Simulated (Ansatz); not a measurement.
Calculated with Ansatz (gas phase, PBE0-D4/def2-TZVP geometries, no zero-point term in ΔE). CCSD(T)/CBS is the MP2 limit (def2-TZVPP, def2-QZVPP) plus CCSD(T) − MP2 in def2-TZVPP, frozen cores. DFT in def2-TZVPP. HSE06 is defined as in plane-wave codes. For Br, Ge, Se outer-core shells are correlated without core-valence functions, which leaves a few kJ/mol of doubt a bond. Scalar relativity is left out up to krypton. One conformer a species, not always the lowest.

`[Cl][GeH2][SeH]` + `OC[SiH2]Br` → `OC[SiH2][SeH]` + `[Cl][GeH2][Br]`  (redistribution)

`[Cl][GeH2][SeH]`:

```xyz
6

Cl    2.402   -0.336   -0.032
Ge    0.318    0.030   -0.407
Se   -0.715   -0.222    1.686
H     0.191    1.461   -0.946
H    -0.159   -1.020   -1.419
H    -2.037    0.085    1.118
```

`OC[SiH2]Br`:

```xyz
9

O     1.556    0.333    0.728
C     0.576    0.694   -0.227
Si   -0.770   -0.613   -0.399
Br   -1.554   -0.960    1.664
H     1.109    0.140    1.559
H     1.092    0.796   -1.188
H     0.125    1.671   -0.006
H    -1.896   -0.153   -1.249
H    -0.238   -1.908   -0.883
```

`OC[SiH2][SeH]`:

Cartesian coordinates in Å:
```
O -0.394 -1.702 0.620
C -0.163 -0.342 0.929
Si 0.761 0.466 -0.502
Se -0.440 0.535 -2.438
H -0.922 -2.095 1.319
H 0.452 -0.223 1.835
H -1.098 0.210 1.101
H 1.125 1.845 -0.081
H 1.979 -0.314 -0.832
H -1.299 1.622 -1.951
```

`[Cl][GeH2][Br]`:

Z-matrix (Å, degrees):
```
Ge
Cl 1 2.141
Br 1 2.293 2 108.7
H 1 1.529 2 108.0 3 117.3
H 1 1.529 2 108.0 3 -117.3
```

Question: Is it downhill or uphill in electronic energy at CCSD(T)/CBS, and by how much? (Best estimate.)

Answer: Computed: Uphill: ΔE = +14.0 kJ/mol.

Question: What do these levels give: HSE06, CAM-B3LYP, LC-ωPBE, RPA@PBE/def2-TZVPP, HF/def2-TZVPP, SCS-MP2/def2-QZVPP? (An estimate is asked.)

Answer: Ansatz gave: HSE06 12.8, CAM-B3LYP 12.4, LC-ωPBE 12.2, RPA@PBE/def2-TZVPP 12.1, HF/def2-TZVPP 8.6, SCS-MP2/def2-QZVPP 13.0 kJ/mol.

Largest T1 diagnostic among the species: 0.010.

At CCSD(T), def2-SVP lies −3.2 kJ/mol from the extrapolated value and def2-TZVPP −1.6 kJ/mol. Leaving LDA and LC-ωPBE aside and taking each functional with its dispersion term where it has one, the values, not all of them listed here, spread over 1.6 kJ/mol, from BHLYP-D4 to PBE-D4.
